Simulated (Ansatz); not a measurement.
`C=NB(F)[SiH3]` + `[NH2][Al]([OH])[F]` → `FB(F)[SiH3]` + `C=[N][Al]([NH2])[OH]`  (redistribution)

Isolated molecules relaxed with PBE0-D4/def2-TZVP in Ansatz; ΔE leaves out vibrations. CBS: MP2 limit from def2 TZ/QZ plus the TZ coupled-cluster correction, frozen cores. One conformer a species, not always the lowest.

```csv
species,CCSD(T)/CBS(def2) energy (Eh)
`C=NB(F)[SiH3]`,-509.46838
`[NH2][Al]([OH])[F]`,-473.67557
`FB(F)[SiH3]`,-515.36446
`C=[N][Al]([NH2])[OH]`,-467.75619
```

Q: Work out ΔE.

A: ΔE = (-515.36446) + (-467.75619) − (-509.46838) − (-473.67557) = 0.02330 Eh = +0.63 eV.

Largest T1 diagnostic among the species: 0.015.

In def2-TZVPP, CCSD(T) changes the Hartree–Fock value by +0.15 eV (the triples alone add +0.02 eV) and MP2 by +0.19 eV. From PBE to PBE0 (25 % exact exchange), in def2-TZVPP and without D4, ΔE moves by −0.06 eV.
